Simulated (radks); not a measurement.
Values are calculated unless marked as measured or tabulated.
Spin polarisation of the 4f13 shell in Tm. Start: [Xe] 4f(up 6.5, down 6.5) 6s2; electrons of 4f are moved from spin down to spin up, other shells keep equal spins. Level of theory: non-relativistic Kohn-Sham, PBE, spin-polarised, spherical densities, point nucleus (a radial shooting solver on a logarithmic mesh with Libxc functionals).

moment (Bohr magnetons)  E - E(0) (eV)  e(4f up) (eV)  e(4f down) (eV)  6s down minus up (eV)  5p down minus up (eV)  5s down minus up (eV)
0                                0.000         -7.462           -7.462                  0.000                  0.000                  0.000
0.25                            -0.012         -7.561           -7.361                  0.005                  0.064                  0.085
0.5                             -0.050         -7.659           -7.259                  0.010                  0.128                  0.169
0.75                            -0.112         -7.755           -7.156                  0.014                  0.192                  0.254
1                               -0.200         -7.850           -7.051                  0.019                  0.256                  0.339

At moment 1 the spin-polarisation energy is -0.200 eV and the 4f exchange splitting 0.799 eV, that is 0.799 eV per Bohr magneton; E = -I m^2/4 would give I = 0.799 eV.
